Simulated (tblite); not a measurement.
C4H6F3NSi.
Atom-mapped SMILES: `[CH2:1]=[CH:2][Si@@H:3]([N:4]=[CH2:5])[C:6]([F:7])([F:8])[F:9]` (hydrogens: H10, H11 on C1; H12 on C2; H13 on Si3; H14, H15 on C5)

Computed with GFN2-xTB (tblite), gas phase: L-BFGS steps from a force-field or distance-geometry start until the largest atomic force falls under 0.01 eV/Å.

Step 0: E = -827.0146 eV
```
atom  x, y, z in Å  |  force x, y, z in eV/Å
C1     -1.8154   -0.5793   -1.7283   -1.115  -0.504  -0.745
C2     -0.8596   -1.0819   -0.9907    0.410  -1.336   0.618
Si3     0.4193   -0.1027   -0.1035   -0.842   2.349  -0.847
N4     -0.3031    1.3965    0.5178    0.993   0.882   0.190
C5      0.3574    2.4974    0.5944   -0.278  -2.009  -0.574
C6      1.0287   -1.1001    1.3471    0.693  -0.683   1.218
F7      1.1271   -2.4143    0.9529    0.123   0.938   0.939
F8      2.3124   -0.6748    1.7096   -1.565  -0.834   0.097
F9      0.1864   -1.0307    2.4419    1.397  -0.375  -0.955
H10    -2.5110   -1.2816   -2.1845   -0.041   0.409  -0.107
H11    -1.9859    0.4646   -1.9096    0.132   0.063   0.094
H12    -0.7954   -2.1861   -0.8663   -0.134   0.812  -0.186
H13     1.5208    0.2345   -0.9942    0.405  -0.165   0.033
H14     1.3928    2.4429    0.2142   -0.308   0.954   0.362
H15    -0.0791    3.4235    0.9772    0.131  -0.501  -0.136
```

Step 1: E = -827.2426 eV
```
atom  x, y, z in Å  |  force x, y, z in eV/Å
C1     -1.8313   -0.5865   -1.7389    0.634  -0.596   0.551
C2     -0.8538   -1.1010   -0.9818   -0.894   0.402  -0.489
Si3     0.4072   -0.0691   -0.1156   -0.425   0.919  -0.232
N4     -0.2889    1.4091    0.5205   -0.626  -1.265   0.046
C5      0.3534    2.4687    0.5862    0.783   1.095  -0.064
C6      1.0386   -1.1099    1.3645   -0.020   0.374  -0.416
F7      1.1289   -2.4009    0.9663    0.179   0.156   0.673
F8      2.2901   -0.6867    1.7110   -0.614  -0.552   0.392
F9      0.2064   -1.0361    2.4283    0.773  -0.338  -0.095
H10    -2.5116   -1.2758   -2.1860   -0.458  -0.019  -0.376
H11    -1.9840    0.4655   -1.9083    0.112  -0.086   0.091
H12    -0.7973   -2.1745   -0.8689   -0.032  -0.014  -0.042
H13     1.5266    0.2322   -0.9937    0.395  -0.103  -0.011
H14     1.3884    2.4566    0.2194   -0.043   0.838   0.208
H15    -0.0772    3.4163    0.9752    0.237  -0.810  -0.235
```

Step 2: E = -827.3398 eV
```
atom  x, y, z in Å  |  force x, y, z in eV/Å
C1     -1.8284   -0.5982   -1.7351   -0.191   0.124  -0.098
C2     -0.8646   -1.1028   -0.9855    0.002   0.380   0.128
Si3     0.3961   -0.0420   -0.1239   -0.070  -0.294  -0.287
N4     -0.2924    1.3955    0.5222    0.019   0.629   0.261
C5      0.3634    2.4732    0.5819   -0.304  -0.220   0.007
C6      1.0423   -1.1083    1.3654   -0.402   0.609  -1.041
F7      1.1322   -2.3932    0.9817    0.168  -0.272   0.374
F8      2.2719   -0.6997    1.7174    0.142  -0.219   0.501
F9      0.2259   -1.0433    2.4214    0.251  -0.221   0.410
H10    -2.5186   -1.2737   -2.1922   -0.408  -0.026  -0.339
H11    -1.9816    0.4646   -1.9064    0.141  -0.382   0.131
H12    -0.7985   -2.1700   -0.8706    0.008  -0.191   0.010
H13     1.5348    0.2297   -0.9937    0.304  -0.092   0.006
H14     1.3860    2.4744    0.2245    0.241   0.666   0.036
H15    -0.0730    3.4015    0.9710    0.098  -0.489  -0.098
```

Q: Estimate the geometry and energy of step 3. (The exact step hangs on the optimiser's Hessian estimate; all steps are aligned on step 2, rigid shifts and turns removed.)

A: E = -827.4014 eV, largest force 0.599 eV/Å
```
atom  x, y, z in Å  |  force x, y, z in eV/Å
C1     -1.8309   -0.6018   -1.7355   -0.440   0.074  -0.281
C2     -0.8691   -1.0985   -0.9847    0.105   0.047   0.186
Si3     0.3894   -0.0328   -0.1327    0.105  -0.373  -0.248
N4     -0.2930    1.3999    0.5273   -0.101   0.272   0.150
C5      0.3628    2.4704    0.5797    0.005  -0.005  -0.005
C6      1.0381   -1.0985    1.3502   -0.258   0.209  -0.499
F7      1.1365   -2.3934    0.9951    0.092  -0.179   0.154
F8      2.2650   -0.7095    1.7282    0.213  -0.039   0.316
F9      0.2395   -1.0502    2.4241    0.089  -0.080   0.267
H10    -2.5282   -1.2729   -2.2004   -0.263   0.053  -0.234
H11    -1.9782    0.4582   -1.9034    0.086  -0.244   0.087
H12    -0.7990   -2.1704   -0.8714    0.019  -0.044   0.023
H13     1.5435    0.2270   -0.9936    0.209  -0.084   0.036
H14     1.3885    2.4936    0.2277    0.204   0.532  -0.002
H15    -0.0694    3.3868    0.9674   -0.066  -0.139   0.052
```

The energy changes by -0.0616 eV. The first-order estimate −F·Δx gives -0.0832 eV and the mean of the old and new forces, exact on a quadratic surface, -0.0616 eV. The step makes an angle of 38° with the force vector and moves no atom by more than 0.020 Å.

The cost below is that of the whole relaxation. Time: 1.1 s wall. Hardware: Arm Neoverse N1, one thread, no GPU, shared host with 64 logical CPUs at a one-minute load of 55.
